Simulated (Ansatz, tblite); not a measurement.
Cost and result up the ladder for the cluster Li₂Al₂⁻ (the lowest doublet isomer of a short search) (4 atoms). Total charge -1; doublet. Geometry: PBE-D4/def2-TZVPD.

```
atom   x (Å)   y (Å)   z (Å)
 Li1  -0.301   1.093   1.384
 Li2  -1.234  -0.025  -1.295
 Al3   0.161  -1.457   0.551
 Al4   1.374   0.389  -0.641
```

Ansatz on 4 threads of Intel Xeon Platinum 8259CL on a shared host; xTB runs through tblite on one thread. Times are rough, summed over both states, and most runs start from the orbitals of an earlier one. No level here is sound enough to serve as a yardstick. The other state is a singlet.

The xTB rows come from tblite. The structure comes from a short search, and lower isomers may exist.

Run but left out: HF/def2-TZVPPD, MP2/def2-TZVPPD, CCSD/def2-TZVPPD, CCSD(T)/def2-TZVPPD (doublet: ⟨S²⟩ 1.82, where a pure state has 0.75).

Raw xTB energies of ions are shifted by several eV, and xTB has no spin-polarisation term.

```tsv
level	functions	vertical IE (eV)	remarks
GFN2-xTB	26	3.78	–
PBE-D4/def2-TZVPD	120	1.27	HOMO above zero (-1 doublet), restricted SCF unstable in HF (singlet)
GFN1-xTB	26	5.14	–
PBE0-D4/def2-TZVPD	120	1.28	restricted SCF unstable in HF (singlet)
r2SCAN-D4/def2-TZVPD (with forces)	120	1.36	HOMO above zero (-1 doublet), restricted SCF unstable in HF (singlet)
```

Estimate how long each takes.

GFN1-xTB 0.007 s; GFN2-xTB 0.013 s; PBE-D4/def2-TZVPD 2.5 s; PBE0-D4/def2-TZVPD 7.7 s; r2SCAN-D4/def2-TZVPD (with forces) 8.1 s. On shared hardware such times vary by a factor of up to 3.
